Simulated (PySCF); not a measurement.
CH₈Si₂, charge +1, multiplicity 2. Atoms are numbered in the order given.

```xyz
11

Si     1.4547     0.0005    -0.2585
C      0.0000     0.0000     1.0698
Si    -1.4547    -0.0005    -0.2585
H      2.4306    -0.5570     0.7742
H      1.7160     1.3997    -0.6965
H      1.1870    -0.9665    -1.3663
H     -0.0969    -0.9086     1.6980
H      0.0969     0.9086     1.6980
H     -1.1870     0.9665    -1.3663
H     -1.7160    -1.3997    -0.6965
H     -2.4306     0.5570     0.7742
```
Charge +1, spin multiplicity 2.

The structure is a stationary point at PBE-D3(BJ)/def2-SVP. The multiplicity is an assumed one; other spin states were not compared.

Computed with r2SCAN/def2-TZVPD in PySCF.

Mulliken values depend strongly on the basis, most of all with diffuse functions as here. ESP charges are fitted to the potential on shells at 1.4 to 2.0 van der Waals radii. Atomic charges (e):

```csv
atom,Mulliken,ESP fit,Mulliken spin
Si1,0.06,0.44,0.12
C2,-0.26,-0.75,0.49
Si3,0.06,0.44,0.12
H4,0.11,0.08,0.15
H5,0.09,0.02,0.00
H6,0.09,0.00,0.00
H7,0.28,0.33,0.00
H8,0.28,0.33,0.00
H9,0.09,0.00,0.00
H10,0.09,0.02,0.00
H11,0.11,0.08,0.15
```
